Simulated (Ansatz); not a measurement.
Start from `OBN[SiH2]O` and change one atom or group to get `CN[SiH2]O`.

Ansatz, PBE0-D4/def2-TZVP geometries, multiplicity 1. Each molecule was computed in one conformer, which needn't be the lowest.

| property | `OBN[SiH2]O` |
| --- | --- |
| HOMO–LUMO gap (PBE0/def2-TZVPP) / eV | 8.48 |
| HOMO energy (PBE/def2-TZVPP) / eV | -6.82 |
| HOMO energy (ωB97M-V/def2-TZVPP) / eV | -10.58 |
| LUMO energy (PBE0/def2-TZVPP) / eV | 0.24 |
| LUMO energy (PBE/def2-TZVPP) / eV | -0.65 |
| HOMO energy (PBE0/def2-TZVPP) / eV | -8.24 |

What does the change do to each property? (An estimate is asked.)

The calculation gave: 
```
                             property  `CN[SiH2]O`  shift
 HOMO–LUMO gap (PBE0/def2-TZVPP) / eV         7.60  -0.88
    HOMO energy (PBE/def2-TZVPP) / eV        -5.60   1.22
HOMO energy (ωB97M-V/def2-TZVPP) / eV        -9.35   1.23
   LUMO energy (PBE0/def2-TZVPP) / eV         0.62   0.38
    LUMO energy (PBE/def2-TZVPP) / eV        -0.23   0.42
   HOMO energy (PBE0/def2-TZVPP) / eV        -6.98   1.26
```

With PBE0 the HOMO rises by 1.26 eV and the LUMO rises by 0.38 eV, so the gap narrows by about 0.88 eV. PBE moves the HOMO by 1.22 eV and ωB97M-V by 1.23 eV.
